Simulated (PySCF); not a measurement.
C5H13BO, singlet, at a GFN2-xTB geometry, atoms displaced at random by about 0.03 Å a coordinate; PBE0/STO-3G, gradient in PySCF.

The PySCF input:
```python
from pyscf import gto, scf, dft

mol = gto.Mole()
mol.atom = '''
    B    -0.007362   -0.799287    1.264163
    H    -1.033370   -1.108753    1.796047
    O     1.152640   -1.435052    1.417871
    C     1.326572   -2.461735    2.277080
    H     0.403314   -2.786147    2.739335
    H     1.788483   -3.332988    1.648595
    H     2.114943   -2.201858    3.060861
    C    -0.030010    0.511371    0.266190
    C    -1.185125    0.501943   -0.752269
    C    -1.277021    1.796248   -1.562743
    C    -0.163970    1.872187   -2.535892
    H    -0.078342    1.368025    0.863479
    H     0.986452    0.549410   -0.301137
    H    -1.062625   -0.385644   -1.427112
    H    -2.117883    0.305069   -0.166113
    H    -2.170051    1.739168   -2.121636
    H    -1.295058    2.624960   -0.931392
    H    -0.061405    0.974671   -3.231028
    H     0.821468    1.953836   -2.088264
    H    -0.308638    2.695002   -3.218458
'''
mol.basis = 'sto-3g'
mol.charge = 0
mol.spin = 0
mol.verbose = 4
mol.build()

mf = dft.RKS(mol)
mf.xc = 'pbe0'
mf.conv_tol = 1e-6
mf.kernel()
g = mf.nuc_grad_method()
grad = g.kernel()
```

**Question.** Write the output that PySCF gives for this input, abridged.

**Answer.** 
```
PySCF version 2.14.0

[INPUT] verbose = 4
[INPUT] num. atoms = 20
[INPUT] num. electrons = 56
[INPUT] charge = 0
[INPUT] spin (= nelec alpha-beta = 2S) = 0
[INPUT] symmetry False subgroup None
[INPUT] Mole.unit = angstrom
[INPUT] Symbol           X                Y                Z      unit          X                Y                Z       unit  Magmom
[INPUT]  1 B     -0.007362000000  -0.799287000000   1.264163000000 AA   -0.013912163729  -1.510433524925   2.388921846809 Bohr   0.0
[INPUT]  2 H     -1.033370000000  -1.108753000000   1.796047000000 AA   -1.952786285342  -2.095239509790   3.394036936847 Bohr   0.0
[INPUT]  3 O      1.152640000000  -1.435052000000   1.417871000000 AA    2.178173920219  -2.711855254509   2.679387869963 Bohr   0.0
[INPUT]  4 C      1.326572000000  -2.461735000000   2.277080000000 AA    2.506857764517  -4.652004941256   4.303057563725 Bohr   0.0
[INPUT]  5 H      0.403314000000  -2.786147000000   2.739335000000 AA    0.762153002203  -5.265054772779   5.176592913435 Bohr   0.0
[INPUT]  6 H      1.788483000000  -3.332988000000   1.648595000000 AA    3.379743048440  -6.298434496462   3.115393040327 Bohr   0.0
[INPUT]  7 H      2.114943000000  -2.201858000000   3.060861000000 AA    3.996663039066  -4.160908585183   5.784188995362 Bohr   0.0
[INPUT]  8 C     -0.030010000000   0.511371000000   0.266190000000 AA   -0.056710680998   0.966351138045   0.503026197098 Bohr   0.0
[INPUT]  9 C     -1.185125000000   0.501943000000  -0.752269000000 AA   -2.239561673375   0.948534800143  -1.421582382000 Bohr   0.0
[INPUT] 10 C     -1.277021000000   1.796248000000  -1.562743000000 AA   -2.413219945318   3.394416771798  -2.953156273081 Bohr   0.0
[INPUT] 11 C     -0.163970000000   1.872187000000  -2.535892000000 AA   -0.309858392645   3.537920683971  -4.792141361476 Bohr   0.0
[INPUT] 12 H     -0.078342000000   1.368025000000   0.863479000000 AA   -0.148044924051   2.585192581558   1.631738824313 Bohr   0.0
[INPUT] 13 H      0.986452000000   0.549410000000  -0.301137000000 AA    1.864124115029   1.038234430097  -0.569066455973 Bohr   0.0
[INPUT] 14 H     -1.062625000000  -0.385644000000  -1.427112000000 AA   -2.008070223116  -0.728761541582  -2.696850829080 Bohr   0.0
[INPUT] 15 H     -2.117883000000   0.305069000000  -0.166113000000 AA   -4.002218833872   0.576496859095  -0.313908075730 Bohr   0.0
[INPUT] 16 H     -2.170051000000   1.739168000000  -2.121636000000 AA   -4.100802066339   3.286551204608  -4.009310976018 Bohr   0.0
[INPUT] 17 H     -1.295058000000   2.624960000000  -0.931392000000 AA   -2.447304935427   4.960455487938  -1.760075794611 Bohr   0.0
[INPUT] 18 H     -0.061405000000   0.974671000000  -3.231028000000 AA   -0.116038632679   1.841861251556  -6.105758020801 Bohr   0.0
[INPUT] 19 H      0.821468000000   1.953836000000  -2.088264000000 AA    1.552349540094   3.692214932316  -3.946247035789 Bohr   0.0
[INPUT] 20 H     -0.308638000000   2.695002000000  -3.218458000000 AA   -0.583241291634   5.092815685155  -6.082004163415 Bohr   0.0

nuclear repulsion = 290.722760935997
number of shells = 34
number of NR pGTOs = 144
number of NR cGTOs = 48
basis = sto-3g
ecp = {}

******** <class 'pyscf.dft.rks.RKS'> ********
method = RKS
initial guess = minao
damping factor = 0
level_shift factor = 0
DIIS = <class 'pyscf.scf.diis.CDIIS'>
diis_start_cycle = 1
diis_space = 8
diis_damp = 0
SCF conv_tol = 1e-06
SCF conv_tol_grad = None
SCF max_cycles = 50
direct_scf = True
direct_scf_tol = 1e-13
XC library pyscf.dft.libxc version 7.1.2
    S. Lehtola, C. Steigemann, M. J. T. Oliveira, and M. A. L. Marques,  SoftwareX 7, 1–5 (2018)
XC functionals = pbe0
    C. Adamo and V. Barone,  J. Chem. Phys. 110, 6158 (1999)
    M. Ernzerhof and G. E. Scuseria,  J. Chem. Phys. 110, 5029 (1999)
radial grids:
    Treutler-Ahlrichs [JCP 102, 346 (1995); DOI:10.1063/1.469408] (M4) radial grids

becke partition: Becke, JCP 88, 2547 (1988); DOI:10.1063/1.454033
pruning grids: <function nwchem_prune>
grids dens level: 3
symmetrized grids: False
atomic radii adjust function: <function treutler_atomic_radii_adjust>
small_rho_cutoff = 0
Set gradient conv threshold to 0.001
Initial guess from minao.
tot grids = 226224
init E= -294.972675990407
  HOMO = -0.310815632027363  LUMO = 0.00457311441985486  gap/eV = 8.58216
cycle= 1 E= -294.36906526798  delta_E= 0.604  |g|= 0.448  |ddm|= 5.24
  HOMO = -0.122086554337796  LUMO = 0.156411864905767  gap/eV = 7.57833
cycle= 2 E= -294.328049934419  delta_E= 0.041  |g|= 0.625  |ddm|= 1.24
  HOMO = -0.201289210739227  LUMO = 0.141693858399918  gap/eV = 9.33304
cycle= 3 E= -294.432763757099  delta_E= -0.105  |g|= 0.0644  |ddm|= 0.711
  HOMO = -0.210531324861949  LUMO = 0.133283424598132  gap/eV = 9.35568
cycle= 4 E= -294.434040128078  delta_E= -0.00128  |g|= 0.0168  |ddm|= 0.106
  HOMO = -0.211796272051578  LUMO = 0.13201415168826  gap/eV = 9.35556
cycle= 5 E= -294.43412553158  delta_E= -8.54e-05  |g|= 0.00237  |ddm|= 0.0233
  HOMO = -0.211361363461803  LUMO = 0.132955940602553  gap/eV = 9.36935
cycle= 6 E= -294.434127498534  delta_E= -1.97e-06  |g|= 0.000415  |ddm|= 0.00399
  HOMO = -0.211297402718561  LUMO = 0.132985464720922  gap/eV = 9.36841
cycle= 7 E= -294.434127549791  delta_E= -5.13e-08  |g|= 0.000112  |ddm|= 0.000684
  HOMO = -0.211324537091443  LUMO = 0.132945346874225  gap/eV = 9.36806
Extra cycle  E= -294.434127551498  delta_E= -1.71e-09  |g|= 8.94e-05  |ddm|= 0.000275
converged SCF energy = -294.434127551498

******** <class 'pyscf.grad.rks.Gradients'> for <class 'pyscf.dft.rks.RKS'> ********
unit = Eh/Bohr
grid_response = False
--------------- RKS gradients ---------------
         x                y                z
0 B     0.0241901759    -0.0332255482     0.0214813326
1 H    -0.0131319215     0.0031717102    -0.0001383998
2 O     0.0053291421    -0.0765424386     0.0538676217
3 C    -0.0638728006     0.0895614421    -0.0285770389
4 H     0.0148369262     0.0105805101    -0.0142950888
5 H     0.0177590252    -0.0217038551    -0.0274359052
6 H     0.0194947550     0.0047798695     0.0119181877
7 C    -0.0567797557     0.0688143087     0.0298119148
8 C     0.0114431374     0.0313702209    -0.0213622953
9 C    -0.0021830375     0.0559046607     0.0023737176
10 C    -0.0405329673     0.0249239038     0.0566460579
11 H     0.0040918824    -0.0430980491    -0.0273796940
12 H     0.0382135443    -0.0014798923    -0.0218856081
13 H     0.0022629824    -0.0157691692    -0.0056414087
14 H    -0.0064985590    -0.0075694192     0.0110697399
15 H     0.0375548754    -0.0054895471     0.0171222206
16 H     0.0022662530    -0.0421940602    -0.0307701629
17 H     0.0128341495    -0.0170034572    -0.0239842833
18 H    -0.0060055208    -0.0070926834    -0.0090239404
19 H    -0.0013186229    -0.0179569893     0.0061974107
----------------------------------------------
```
